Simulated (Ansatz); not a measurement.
`N=CB(F)S`. Total charge 0; spin multiplicity 1.

```xyz
8

N    -1.834   -0.047    0.499
C    -0.579   -0.247    0.527
B     0.417    0.300   -0.561
F    -0.081    1.019   -1.560
S     2.187    0.014   -0.541
H    -2.087    0.513   -0.320
H    -0.201   -0.839    1.368
H     2.177   -0.712    0.589
```

(1) What are the harmonic wavenumbers in cm⁻¹ at PBE0-D4/def2-TZVP (Ansatz, finite differences of forces, unscaled)? (An estimate is asked.)

(2) Is this a minimum?

(3) Give the ideal-gas thermochemistry at 298.15 K and 1 bar (rigid rotor, harmonic oscillator; point group Cs, symmetry number 1).

(4) And at 400, 500, 600, 800 and 1000 K?

## Answers

(1) The calculation gave: 91, 191, 301, 382, 433, 471, 727, 788, 825, 1082, 1179, 1235, 1348, 1433, 1691, 2717, 3062, 3424.

(2) Yes, all 18 modes are real.

(3) Zero-point energy 127.9 kJ/mol; H(298) − E = 145.5 kJ/mol; entropy 321.3 J/(mol·K), of which translation 165.1, rotation 111.2, vibration 45.0; G(298) − E = 49.7 kJ/mol. Modes under 100 cm⁻¹ are hindered rotations or soft bends, so the harmonic entropy is rough.

(4) 
| T (K) | H − E (kJ/mol) | S (J/mol/K) | G − E (kJ/mol) |
| --- | --- | --- | --- |
| 400 | 155.1 | 348.9 | 15.5 |
| 500 | 165.9 | 372.9 | -20.6 |
| 600 | 177.7 | 394.5 | -58.9 |
| 800 | 203.9 | 432.1 | -141.7 |
| 1000 | 232.6 | 463.9 | -231.4 |
